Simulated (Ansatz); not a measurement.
Sn12O20H17³⁺ (started as a model of: [(RSn)12O14(OH)6]2+, R = H). The state is a triplet with charge 3. Geometry PBE-D4/def2-SVP, that of the charge +3 singlet; atoms count from 1.

```tsv
atom	x (Å)	y (Å)	z (Å)
Sn1	2.1817	-2.2038	-0.8544
Sn2	1.8097	0.2132	-3.0964
Sn3	-0.5575	-2.2745	-2.7252
Sn4	0.9420	2.8621	-1.2313
Sn5	-2.9500	-1.2272	-0.6212
Sn6	1.9417	-1.4947	2.3687
Sn7	-0.8388	-2.9912	1.1973
Sn8	3.0789	1.1247	0.5830
Sn9	-1.7923	1.3553	-2.3494
Sn10	-2.3121	2.3291	0.8616
Sn11	-1.7325	-0.2734	2.9873
Sn12	0.6054	2.1829	2.6207
O13	0.7678	-0.9765	-1.6444
O14	1.2839	-2.9276	0.8468
O15	3.0930	-1.0276	0.5632
O16	2.4715	1.3574	-1.4000
O17	0.2428	1.5950	-2.8371
O18	-1.3973	-2.7076	-0.7933
O19	-1.9774	-0.7383	-2.4888
O20	1.5986	2.6152	0.7420
O21	-1.0864	2.7239	-0.8735
O22	-2.3760	-1.5606	1.3651
O23	-2.8835	0.8358	-0.5918
O24	-0.0880	-1.6893	2.6919
O25	2.0590	0.5663	2.3551
O26	-0.7910	0.9832	1.5434
O27	3.2835	-1.4256	-2.4215
O28	1.2483	-3.5631	-2.1019
O29	0.5485	-1.1479	-4.1907
O30	-3.2164	1.1726	2.4409
O31	-0.9923	3.5093	2.0922
O32	-0.3822	0.9767	4.1080
H33	4.2581	-1.4537	-2.5261
H34	1.3236	-4.5403	-2.0703
H35	0.6111	-1.3502	-5.1472
H36	-4.1019	1.2978	2.8379
H37	-1.1105	4.4405	2.3683
H38	-0.3969	1.1348	5.0737
H39	2.8244	0.7720	-4.3531
H40	-1.2335	-3.4915	-3.7166
H41	1.4394	4.3785	-1.8355
H42	-4.5059	-1.8684	-0.9038
H43	2.9308	-2.2637	3.5249
H44	-1.1962	-4.5634	1.7544
H45	4.6917	1.6222	0.8307
H46	-2.7540	2.0910	-3.5513
H47	-3.5576	3.4781	0.6178
H48	-2.5232	-1.0517	4.2915
H49	1.5181	3.1942	3.6581
```

In the def2 sets Sn takes a core potential; there is no spin–orbit coupling. Single mean-field runs in def2-SVP are fitted with def2-universal-jkfit. At PBE0-D4/def2-SVP a singlet of charge 3 lies 4.09 eV below the triplet at the same geometry.

(1) Estimate the Mulliken populations of the heavy atoms from the PBE0/def2-SVP orbitals of Ansatz.

(2) Where does the spin sit?

(3) And the Mayer bond orders between heavy atoms (over 0.3, the first 40 of 54)?

Answers

(1) 
| atom | charge (e) | spin (α − β) |
| --- | --- | --- |
| Sn1 | 1.12 | 0.53 |
| Sn2 | 1.24 | 0.01 |
| Sn3 | 1.24 | 0.01 |
| Sn4 | 1.18 | 0.00 |
| Sn5 | 1.18 | 0.00 |
| Sn6 | 1.16 | -0.05 |
| Sn7 | 1.15 | 0.01 |
| Sn8 | 1.15 | 0.01 |
| Sn9 | 1.19 | 0.00 |
| Sn10 | 1.24 | 0.00 |
| Sn11 | 1.24 | -0.01 |
| Sn12 | 1.24 | -0.01 |
| O13 | -0.78 | 0.01 |
| O14 | -0.62 | 0.33 |
| O15 | -0.62 | 0.33 |
| O16 | -0.75 | 0.01 |
| O17 | -0.75 | 0.00 |
| O18 | -0.75 | 0.01 |
| O19 | -0.75 | 0.00 |
| O20 | -0.75 | 0.01 |
| O21 | -0.75 | 0.00 |
| O22 | -0.75 | 0.01 |
| O23 | -0.75 | 0.00 |
| O24 | -0.72 | 0.11 |
| O25 | -0.72 | 0.11 |
| O26 | -0.77 | 0.02 |
| O27 | -0.49 | 0.15 |
| O28 | -0.49 | 0.15 |
| O29 | -0.56 | 0.00 |
| O30 | -0.56 | 0.01 |
| O31 | -0.56 | 0.01 |
| O32 | -0.56 | 0.01 |
Mulliken values depend strongly on the basis.

(2) Summed by element: Sn 0.49, O 1.28, H 0.22, of 2 unpaired in all. Largest on single atoms: Sn1 0.53, O14 0.33, O15 0.33.

(3) Sn1–O13 0.64 (2.03 Å); Sn1–O14 0.51 (2.06 Å); Sn1–O15 0.51 (2.06 Å); Sn1–O27 0.58 (2.07 Å); Sn1–O28 0.58 (2.07 Å); Sn2–O13 0.48 (2.15 Å); Sn2–O16 0.51 (2.15 Å); Sn2–O17 0.58 (2.11 Å); Sn2–O27 0.41 (2.31 Å); Sn2–O29 0.52 (2.15 Å); Sn3–O13 0.48 (2.15 Å); Sn3–O18 0.51 (2.15 Å); Sn3–O19 0.58 (2.11 Å); Sn3–O28 0.41 (2.30 Å); Sn3–O29 0.52 (2.15 Å); Sn4–O16 0.57 (2.15 Å); Sn4–O17 0.56 (2.16 Å); Sn4–O20 0.61 (2.09 Å); Sn4–O21 0.67 (2.06 Å); Sn5–O18 0.57 (2.15 Å); Sn5–O19 0.56 (2.16 Å); Sn5–O22 0.61 (2.09 Å); Sn5–O23 0.67 (2.06 Å); Sn6–O14 0.52 (2.19 Å); Sn6–O15 0.52 (2.19 Å); Sn6–O24 0.67 (2.06 Å); Sn6–O25 0.67 (2.06 Å); Sn7–O14 0.55 (2.15 Å); Sn7–O18 0.65 (2.09 Å); Sn7–O22 0.62 (2.11 Å); Sn7–O24 0.56 (2.12 Å); Sn8–O15 0.55 (2.15 Å); Sn8–O16 0.65 (2.09 Å); Sn8–O20 0.62 (2.11 Å); Sn8–O25 0.56 (2.12 Å); Sn9–O17 0.62 (2.11 Å); Sn9–O19 0.62 (2.11 Å); Sn9–O21 0.58 (2.13 Å); Sn9–O23 0.58 (2.13 Å); Sn10–O21 0.51 (2.16 Å).
